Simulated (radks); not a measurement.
Species: neutral magnesium. Configuration: [Ne] 3p2 (not the ground configuration).

All-electron calculation, Dirac Kohn-Sham, BLYP, spin-unpolarised, spherical densities, point nucleus; open shells fill j = l - 1/2 first. Program: a radial shooting solver on a logarithmic mesh with Libxc functionals.

Energy parts (hartree):
| part | energy |
|---|---|
| total | -200.14905 |
| kinetic | 200.46607 |
| electron-nucleus | -478.68149 |
| Hartree | 94.45229 |
| exchange-correlation | -16.38592 |

Orbitals (lengths in bohr, moments of r in powers of bohr; r(90%) holds 90 % of the orbital's charge):
\begin{tabular}{lrrrr}
orbital & occ. & eigenvalue (hartree) & r(90%) & <r^2> \\ \hline
1s1/2 & 2 & -46.47119 & 0.234 & 0.02299 \\
2s1/2 & 2 & -3.06624 & 1.11 & 0.5855 \\
2p1/2 & 2 & -1.85782 & 1.17 & 0.6052 \\
2p3/2 & 4 & -1.84714 & 1.18 & 0.6091 \\
3p1/2 & 2 & -0.09136 & 6.34 & 19.20 \\
3p3/2 & 0 & -0.09099 & 6.35 & 19.28 \\
\end{tabular}

The highest occupied level is 3p1/2 at -2.486 eV. The density falls to 0.001 e/bohr^3 at r = 4.96 bohr. Summed over all electrons, <r^2> = 43.27 bohr^2, which gives a Langevin (diamagnetic) susceptibility term of -34.3 x 10^-6 cm^3/mol.
